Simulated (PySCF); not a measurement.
Molecule: C2H9BO2SSi, SMILES S(C)C[SiH2]B(O)O. Atoms near the plane z = 0.0 Å, at the GFN2-xTB optimised geometry (x, y, z in Å): C1 (2.1, -1.3, 0.0), S2 (0.3, -1.3, 0.0), C3 (0.0, 0.5, 0.0), Si4 (-1.9, 0.9, -0.2), H8 (2.5, -0.8, -0.9), H9 (2.4, -2.3, 0.0), H10 (2.5, -0.8, 0.9), H11 (0.4, 0.9, 0.9), H12 (0.5, 0.9, -0.8), H14 (-2.0, 2.3, -0.2).

Level of theory: B3LYP/def2-TZVP in PySCF. Cells within 0.4 Å of a nucleus heavier than hydrogen are left out (blank, or x). The values are rescaled to run from 0 to 1.

```
|0000000000000000000111111111111|
|0000000000000000001111111111111|
|0000000000000000011111111111111|
|0000000000000000011111111111111|
|0000000112100000111111111111111|
|0000001377410001111111111111111|
|0000003999931111111111111111111|
|0000015999952111111111111111111|
|0001237999984322221111111111111|
|0012489999999544432211111111111|
|0013799999999999964221111111111|
|012499999x999999997322111111111|
|01259999xx999999999422221111111|
|00249999xx9999xxx99532222211111|
|00137999999999xxx99643322221111|
|0012599999999999999755543222111|
|0012359999999999999999997422111|
|0012235799999999999999999742211|
|0011223455689999999999999952211|
|001112223347999xxx999xxx9963211|
|000111122235999xxx999xxx9963211|
|0000011111238999999999999952211|
|0000000011113999999999999952211|
|0000000000001379999889999953211|
|0000000000000024565459999953211|
|0000000000000001223336999642211|
|0000000000000000111223455432211|
|0000000000000000011122333222111|
|0000000000000000011112222221111|
|0000000000000000011111111111111|
|0000000000000000001111111111111|
```
Scale: ten equal steps from 0.000 (start of '0') to 1.00 (end of '9'), in the order '0123456789'; x runs from -4.50 to 4.50, y from -4.50 (bottom) to 4.50 (top).

Which quantity is mapped?
(A) Laplacian of the electron density
(B) electrostatic potential
(C) deformation density (molecule minus spherical neutral atoms)
(D) log10 of the electron density

B, electrostatic potential. In full: electrostatic potential (hartree/e), clipped to [-0.08, 0.12].
